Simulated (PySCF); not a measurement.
SMILES C=[CH][SnH]([CH]=C)[CH]=C (C6H10Sn) (GFN2-xTB optimised geometry):

```
17

Sn    -1.040    -0.774     0.000
C     -1.864    -1.873     1.668
C     -2.649    -2.927     1.561
C      1.121    -0.774     0.000
C      1.864    -0.114     0.867
C     -1.782     1.256     0.000
C     -1.020     2.331    -0.053
H     -1.566    -1.564    -1.412
H     -1.594    -1.510     2.650
H     -2.944    -3.327     0.606
H     -3.033    -3.441     2.430
H      1.601    -1.360    -0.770
H      1.439     0.484     1.657
H      2.944    -0.141     0.830
H     -2.855     1.368     0.058
H     -1.437     3.327    -0.043
H      0.055     2.272    -0.112
```

Calculation: PBE0/def2-SVP, def2 effective core potentials past Kr (PySCF).

### Question
What are the frontier orbital energies and the dipole moment?

### Answer
HOMO-2 -7.84 eV, HOMO-1 -7.56 eV, HOMO -7.50 eV, LUMO -0.27 eV, LUMO+1 -0.07 eV; dipole moment 0.58 D.

On the same geometry PBE/def2-SVP, def2 effective core potentials past Kr run with PySCF gives HOMO-2 -6.66 eV, HOMO-1 -6.38 eV, HOMO -6.33 eV, LUMO -1.22 eV, LUMO+1 -1.06 eV; dipole moment 0.58 D.
